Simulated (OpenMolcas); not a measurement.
## Er3+: moving or changing the point charges

Er3+ among 8 point charges of -0.5 e arranged as a hexagonal bipyramid (D6h), 2.23 Å from the ion, with the axial distance 2.096 Å.
```
   2.2300    0.0000    0.0000  -0.50
   1.1150    1.9312    0.0000  -0.50
  -1.1150    1.9312    0.0000  -0.50
  -2.2300    0.0000    0.0000  -0.50
  -1.1150   -1.9312    0.0000  -0.50
   1.1150   -1.9312    0.0000  -0.50
   0.0000    0.0000    2.0962  -0.50
   0.0000    0.0000   -2.0962  -0.50
```

* Program: OpenMolcas 26.06
* Method: CASSCF
* Basis: ANO-RCC-VTZP [8s7p5d3f2g1h]
* Scalar Hamiltonian: DKH2, point nucleus
* Active space: 11 electrons in 7 orbitals (4f)
* State averaging: 2S+1 = 4 odd, 35 roots (30 in the spin-orbit step); 2S+1 = 2 odd, 60 roots kept (CI in the orbitals of an earlier block)
* Spin-orbit coupling: state interaction with AMFI integrals over the reference wave functions

Runs around this geometry, states. Energies in cm-1 above the lowest state or level, χT in cm3 K/mol.

| R (Å) | q (e) | Ground state | First state of that spin | First gap with spin-orbit (degeneracies) | Width of lowest J | χT at 300 K |
| --- | --- | --- | --- | --- | --- | --- |
| 2.23 | -0.25 | 2S+1 = 4 | 9.3 | 8.6 (2, 2) | 87 | 11.437 |
| 2.23 | -0.5 | 2S+1 = 4 | 18.4 | 8.8 (2, 2) | 165 | 11.426 |
| 2.41 | -0.5 | 2S+1 = 4 | 15.6 | 11.3 (2, 2) | 125 | 11.433 |
| 2.65 | -0.5 | 2S+1 = 4 | 12.5 | 12.6 (2, 2) | 90 | 11.438 |

Taking the width of the lowest J multiplet as R^-n, n = -ln(90 / 165) / ln(2.65 / 2.23) = 3.5 between the shortest and longest distance.

Scaling the charges by -0.25 / -0.5 = 0.50 scales the width of the lowest J multiplet by 87 / 165 = 0.53; with fixed orbitals a first-order splitting would follow the charge.

High states are left out of the spin-orbit mixing, which shifts the levels that they would mix with. This is an electrostatic model: the charges have no orbitals. An unlabelled pair can be two single states that coincide in this model. No measured value stands beside these numbers.

A state without a sure symmetry label is named by its multiplicity alone.
